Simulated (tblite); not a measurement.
Isomers of C8H8. Level: GFN2-xTB in tblite, geometry and Hessian alike; calculated harmonic values, unscaled, isolated species. Errors from tens to a few hundred cm⁻¹ against measured bands are possible. One conformer each.

Electronic energies: GFN2-xTB at the same geometries; isomer energies are rough at this level and their order can be wrong.

| SMILES | electronic energy, lowest = 0 (kJ/mol) |
| --- | --- |
| c1ccc2c(c1)CC2 | 0.0 |
| C=Cc1ccccc1 | 18.0 |
| C1=C\C=C/C=C\C=C/1 | 178.3 |
| CC#CC#CC1CC1 | 271.9 |
| C12C3C4C1C1C2C3C41 | 172.1 |

Q: How do GFN2-xTB zero-point energies change the relative energies?

A: 
| SMILES | ZPE (kJ/mol) | of it from modes above 1550 cm⁻¹ | electronic (kJ/mol) | with ZPE, lowest = 0 (kJ/mol) | lowest mode (cm⁻¹) | rings |
| --- | --- | --- | --- | --- | --- | --- |
| c1ccc2c(c1)CC2 | 345.3 | 164.8 | 0.0 | 0.0 | 188 | 2 |
| C=Cc1ccccc1 | 339.7 | 176.7 | 18.0 | 12.4 | 19 | 1 |
| C12C3C4C1C1C2C3C41 | 351.9 | 144.6 | 172.1 | 178.7 | 623 | 6 |
| C1=C\C=C/C=C\C=C/1 | 336.1 | 185.5 | 178.3 | 169.0 | 156 | 1 |
| CC#CC#CC1CC1 | 331.4 | 173.8 | 271.9 | 258.0 | 36 | 1 |

The zero-point energies span 20.5 kJ/mol, from `CC#CC#CC1CC1` to `C12C3C4C1C1C2C3C41`. The lowest isomer stays, but the order above it changes.

Q: What do entropy and thermal enthalpy add at 298.15 K and 1 bar (rigid rotor, harmonic oscillator, one conformer each)?

A: 
```json
{"SMILES": "c1ccc2c(c1)CC2", "point group": "C2v", "symmetry number": "2", "S (J/(mol K))": "319.5", "H − H(0) (kJ/mol)": "18.51", "ZPE + H − H(0) − TS (kJ/mol)": "268.6"}
{"SMILES": "C12C3C4C1C1C2C3C41", "point group": "Oh", "symmetry number": "24", "S (J/(mol K))": "267.2", "H − H(0) (kJ/mol)": "13.79", "ZPE + H − H(0) − TS (kJ/mol)": "286.1"}
{"SMILES": "C1=C\\C=C/C=C\\C=C/1", "point group": "D2d", "symmetry number": "4", "S (J/(mol K))": "330.8", "H − H(0) (kJ/mol)": "21.13", "ZPE + H − H(0) − TS (kJ/mol)": "258.6"}
```

Not tabulated: `C=Cc1ccccc1` (lowest mode only 19 cm⁻¹); `CC#CC#CC1CC1` (point group not settled).
